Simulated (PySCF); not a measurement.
## C₆ coefficients of unlike pairs at UHF

Calculated with PySCF 2.14 from the dipole response of each species, C₆(A,B) = (3/π) ∫ α_A(iu) α_B(iu) du, in atomic units, from isotropic polarisabilities. For ions this is the dispersion term alone; charge-induced terms of lower order in 1/R come first.

```json
{"species": "I⁻", "configuration": "[Xe] (1S)", "basis": "aug-cc-pVQZ-PP with one added diffuse shell each of s, p, d, f, g type with ECP28MDF (8s8p6d4f3g)", "relativity": "core potential", "α (bohr³)": "63.36", "C₆ (like pair)": "869.7"}
{"species": "In²⁺", "configuration": "[Kr] 4d10 5s1 (2S)", "basis": "aug-cc-pwCVTZ-DK3 with one added diffuse shell each of s, p, d, f type (11s10p8d5f1g)", "relativity": "spin-free X2C", "α (bohr³)": "17.51", "C₆ (like pair)": "82.72"}
{"species": "P", "configuration": "[Ne] 3s2 3p3 (4S)", "basis": "aug-cc-pVQZ-DK (7s6p4d3f2g)", "relativity": "spin-free X2C", "α (bohr³)": "25.43", "C₆ (like pair)": "187.8"}
{"species": "Li⁺", "configuration": "1s2 (1S)", "basis": "dyall-acv3z (15s9p3d)", "relativity": "spin-free X2C", "α (bohr³)": "0.1893", "C₆ (like pair)": "0.07655"}
```

(1) Estimate C₆ for P with In²⁺.

No spin-orbit coupling is included.

The other pairs:

| pair | C₆ |
| --- | --- |
| Li⁺, P | 2.545 |
| Li⁺, I⁻ | 5.274 |
| P, I⁻ | 401.8 |
| In²⁺, I⁻ | 262.9 |
| Li⁺, In²⁺ | 1.969 |

## Answers

(1) The integral gives 122.3. The combination rule 2 C_A C_B / (C_A α_B/α_A + C_B α_A/α_B) gives 124.5 and the geometric mean 124.6.
